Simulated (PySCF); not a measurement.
## Working out the ionisation energy of Te+

Te+ [Kr] 4d10 5s2 5p3 (4S) → Te(2+) [Kr] 4d10 5s2 5p2 (3P). Calculation: PySCF 2.14, in aug-cc-pwCVTZ-DK3 (10s9p7d4f1g, 109 functions); scalar relativity by spin-free X2C-1e. Frozen: [Kr] 4d10. Energies in hartree (1 hartree = 27.21139 eV):

| part | Te+ (lower) | Te(2+) (upper) |
| --- | --- | --- |
| UHF | -6790.343698 | -6789.669865 |
| CCSD correlation | -0.077825 | -0.062404 |
| (T) | -0.002399 | -0.001360 |

Question: What does Hartree-Fock give?

Answer: (-6789.669865) − (-6790.343698) = 0.673833 hartree = 18.336 eV.

Question: What do CCSD and CCSD(T) give?

Answer: The CCSD correlation energies differ by 0.015421 hartree = 0.420 eV and the triples by 0.001039 hartree = 0.028 eV, so CCSD gives 18.756 eV and CCSD(T) 18.784 eV.

A first-order spin-orbit estimate adds -0.613 eV to CCSD(T) (valence), giving 18.171 eV against 18.6 ± 0.4 eV (measured; NIST Atomic Spectra Database, ionization energies).

What remains against the reference includes basis incompleteness, the frozen core and higher excitations.
